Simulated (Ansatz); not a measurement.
`C=C[SiH2][AsH2]` + `[SH][GeH3]` → `C=C[SiH2][S][GeH3]` + `[AsH3]`  (cleavage of the Si–As bond)

Calculated with Ansatz (gas phase, PBE0-D4/def2-TZVP geometries, no zero-point term in ΔE). CCSD(T)/CBS is the MP2 limit (def2-TZVPP, def2-QZVPP) plus CCSD(T) − MP2 in def2-TZVPP, frozen cores. DFT in def2-TZVPP. B3LYP here is the variant with VWN-RPA as its local correlation; programs differ in this. For As, Ge outer-core shells are correlated without core-valence functions, which leaves a few kJ/mol of doubt a bond. Scalar relativity is left out up to krypton. Each species was taken in one conformer, which may not be the lowest.

| level | ΔE (eV) |
| --- | --- |
| PBE-D4 | -0.35 |
| B3LYP-D4 | -0.39 |
| ωB97X-V | -0.40 |
| ωB97M-V | -0.42 |
| PBE | -0.28 |
| r2SCAN | -0.36 |
| B3LYP | -0.29 |
| HF/CBS(def2) | -0.34 |

(1) What does CCSD(T)/CBS give? (Best estimate.)

Largest T1 diagnostic among the species: 0.012.

Answers

(1) The calculation gave: -0.41 eV. The listed levels differ from it by 0.06, 0.02, 0.01, -0.01, 0.13, 0.05, 0.12, 0.07 eV.

The D4 term adds −0.10 eV with B3LYP and −0.06 eV with PBE0; it sums over pairs of atoms, weighted by their polarisabilities, and B3LYP, whose exchange is more repulsive, gets the larger term. In def2-TZVPP, CCSD(T) changes the Hartree–Fock value by −0.05 eV (the triples alone add −0.02 eV) and MP2 by −0.09 eV.
